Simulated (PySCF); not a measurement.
**Spin states and ions at one geometry of [ReH6]+**

PySCF 2.14.0, RKS BP86, Re def2-SVP with ECP60, H def2-SVP; non-relativistic Hamiltonian with scalar-relativistic core potentials where named; density fitting; no spin-orbit coupling; singlets restricted, open shells unrestricted. The geometry is relaxed for charge +1, singlet, vacuum:

```xyz
7

Re   -0.3972    0.4004   -0.4086
H    -0.0769    0.0782    1.1349
H     0.4967   -0.4941   -1.4299
H     1.1423    0.0722   -0.0751
H     0.4918    1.4288    0.4822
H    -1.4279   -0.4872    0.4807
H    -0.0727   -1.1404   -0.0771
```

Energies count from the relaxed state; an electron taken off or put on is at rest in vacuum. Charges and spins are Mulliken's.

```json
{"state": "charge +1, singlet, vacuum", "energy (eV)": "0.00", "spin squared": "0.00", "charge on Re1 (e)": "0.61", "spin on Re1 (e)": "0.00", "dipole about the centre of mass (D)": "1.22"}
{"state": "charge +2, doublet, vacuum", "energy (eV)": "18.14", "spin squared": "0.75", "charge on Re1 (e)": "1.02", "spin on Re1 (e)": "0.74", "dipole about the centre of mass (D)": "0.86"}
{"state": "charge 0, doublet, vacuum", "energy (eV)": "-6.64", "spin squared": "0.75", "charge on Re1 (e)": "0.24", "spin on Re1 (e)": "0.78", "dipole about the centre of mass (D)": "1.90"}
```

Task: What does the state charge +1, triplet, vacuum give?

Result: energy (eV) 4.26, spin squared 2.00, charge on Re1 (e) 0.82, spin on Re1 (e) 1.35, dipole about the centre of mass (D) 0.41.

With an electron taken off (doublet) the charges change, summed by element, by Re +0.41 e, H +0.59 e. The vertical ionisation energy is 18.14 eV, against −ε(HOMO) = 14.29 eV of the relaxed state. The level lies 3.8 eV too high, as is usual for semilocal functionals and global hybrids, which keep a self-interaction error.

With an electron put on (doublet) the charges change, summed by element, by Re -0.37 e, H -0.63 e. The vertical electron affinity is 6.64 eV, against −ε(LUMO) = 9.55 eV of the relaxed state.

Open shells may have lower solutions than those found.
